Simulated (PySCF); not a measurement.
# Field gradients at the hydrogen positions

C2H6B2Cl2N2.
Z-matrix (Å and degrees, PBE0-D3(BJ)/def2-SVP geometry), rows numbered from 1:
```
Cl
B   1  1.7590
Cl  2  1.7601  1  116.99
B   2  1.6986  1  121.74  3   179.73
N   4  1.4138  2  126.13  1   179.44
C   5  1.4494  4  111.63  2   178.20
C   6  1.5520  5  104.51  4     3.56
N   4  1.4137  2  126.32  1    -0.84
H   5  1.0086  4  127.92  2     1.65
H   6  1.1046  5  112.07  4   123.92
H   6  1.1057  5  111.77  4  -116.57
H   7  1.1046  6  111.07  5  -125.11
H   7  1.1056  6  110.97  5   116.57
H   8  1.0082  4  128.03  2     2.40
```

Level: PBE0/pcSseg-1 (PySCF, non-relativistic); Q(2H) = 0.00286 b; rigid geometry, the same for H and D, with no vibrational averaging.

Task: Give the electric field gradient Vzz (the principal value of largest size), its asymmetry and the 2H coupling at each hydrogen.

Result: 
```csv
atom,bonded to,bond length (Å),Vzz (au),η,χzz (kHz)
H9,N5,1.009,0.4166,0.16,280
H10,C6,1.105,0.2783,0.04,187
H11,C6,1.106,0.2763,0.04,186
H12,C7,1.105,0.2782,0.04,187
H13,C7,1.106,0.2764,0.04,186
H14,N8,1.008,0.4179,0.16,281
```

Task: Average by the element that carries the hydrogen.

Result: on N: 280 kHz over 2 positions, mean bond length 1.008 Å; on C: 186 kHz over 4 positions, mean bond length 1.105 Å.

Geometry: PBE0-D3(BJ)/def2-SVP; no solvent, vibrations or thermal averaging. The basis is small and wasn't made for field gradients, so the couplings can be 20 % off.
